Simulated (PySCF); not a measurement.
He (helium, neutral) across methods

1s1 2s1, high-spin 3S determinant (an excited configuration). Computed with PySCF 2.14 in aug-cc-pVQZ, with no relativity, point nucleus. The B2PLYP total includes its PT2 part (frozen core); its orbital energies are those of the SCF part.

```
 method  E (hartree)  mean ε 1s α (eV)  mean ε 2s α (eV)  Σ⟨r²⟩ (bohr²)   ⟨S²⟩
   PBE0      -2.1767           -37.266            -3.269          18.98  2.000
    LDA      -2.1177           -33.184            -2.605          18.91  2.000
 B2PLYP      -2.1697           -40.626            -3.619          18.88  2.000
r2SCAN0      -2.1740           -38.093            -3.216          18.90  2.000
    UHF     -2.17118           -46.658            -4.663          18.85  2.000
 r2SCAN      -2.1734           -35.272            -2.707          19.01  2.000
  B3LYP      -2.1759           -36.561            -3.030          18.86  2.000
```

Q: Estimate the same row for PBE.

A: E (hartree) = -2.1745; mean ε 1s α (eV) = -34.082; mean ε 2s α (eV) = -2.708; Σ⟨r²⟩ (bohr²) = 18.97; ⟨S²⟩ = 2.000.

The outer electron is Rydberg-like, and this basis confines it to a smaller radius and binds it less than a complete one would.
